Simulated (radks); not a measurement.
Results of a calculation; reference values are marked as such.
Valence configurations of W II (all share [Xe]). Code: a radial shooting solver on a logarithmic mesh with Libxc functionals. Model: scalar-relativistic Kohn-Sham, PBE, spin-polarised, spherical densities, point nucleus; open shells are filled with parallel spins first (spin-orbit coupling, left out, can overturn this in heavy ions). Energies are relative to 4f14 5d4 6s1; eigenvalues in eV for spin up.

| valence | E (eV) | moment (Bohr magnetons) | e(4f) | e(5d) | e(6p) | e(6s) |
|---|---|---|---|---|---|---|
| 4f14 5d4 6s1 | 0.000 | 5 | -40.462 | -12.748 | - | -13.013 |
| 4f13.5 5d4 6s1 6p0.5 | 17.803 | 6 | -47.393 | -15.017 | -8.090 | -14.180 |
| 4f11.5 5d6 6s1 6p0.5 | 99.387 | 8 | -67.960 | -17.837 | -8.327 | -14.767 |
| 4f14 5d5 | 0.574 | 5 | -37.853 | -11.127 | - | - |
| 4f14 5d4 6p1 | 5.770 | 5 | -41.945 | -13.975 | -8.034 | - |
| 4f14 5d3 6s1 6p1 | 6.219 | 5 | -44.809 | -15.700 | -8.700 | -14.909 |
| 4f14 5d3.5 6s1.5 | 1.116 | 4 | -41.930 | -13.529 | - | -13.349 |
| 4f13 5d5 6s1 | 30.837 | 7 | -50.021 | -14.198 | - | -13.368 |
| 4f14 5d3 6s2 | 2.129 | 3 | -43.431 | -14.308 | - | -13.642 |
| 4f14 5d3 6s1.5 6p0.5 | 4.318 | 4 | -44.153 | -15.032 | -8.240 | -14.317 |

NIST lists [Xe] 4f14 5d4 6s1 as the ground configuration; this level of theory agrees among the configurations tried. The energies are those of spherical high-spin densities, not of single terms.
